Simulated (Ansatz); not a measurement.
Job for Ansatz (a quantum-chemistry and plane-wave program): R-B3LYP/def2-TZVPP on HF (SMILES F).

Ansatz 0.2 input:
```yaml
crystal:
  periodic: [false, false, false]
  atoms:
    - {symbol: F, position_ang: [-0.00000000, 0.00000000, 0.46222970]}
    - {symbol: H, position_ang: [0.00000000, -0.00000000, -0.46222970]}
basis:
  gaussian:
    orbitals: def2-TZVPP
hamiltonian:
  xc: {name: B3LYP}
scf: {lower_state_search: off}
```

Program output:

```
WARN ansatz: RAYON_NUM_THREADS=4 ignored (pool sized by the plan → 4); use --threads N
Functional definition: B3LYP
these checks for a lower state are left out or cut short: stability, starts, cluster_reference, orbital_swaps, neighbouring_geometries, increment
integrals: 0.00 GiB planned
215 factors; their error is unknown
mean field: 0.08 GiB planned
mean field evaluation 1: about -2732.9947 eV, gradient 3.4e1 eV
mean field evaluation 2: about -2730.8584 eV, gradient 5.4e1 eV
mean field evaluation 4: about -2734.5351 eV, gradient 1.2e-1 eV
mean field evaluation 8: about -2734.5462 eV, gradient 6.4e-3 eV
mean field -2734.54621372 eV, -100.4927198121 hartree, gradient 1.8e-6 eV, S^2 0.000000; 0 other end points of the search recorded, 0 dependent functions left out
reference -2734.54630490 eV, -100.4927231631 hartree; 5, 5 occupied and 40, 40 virtual orbitals, 215 factors
Total energy: -2734.54630490 eV, -100.4927231631 hartree
Checks for a lower state left out: stability, starts, cluster_reference, orbital_swaps, neighbouring_geometries, increment
```

Self-consistency was reached.

Cost: very roughly 0.3 core-seconds.
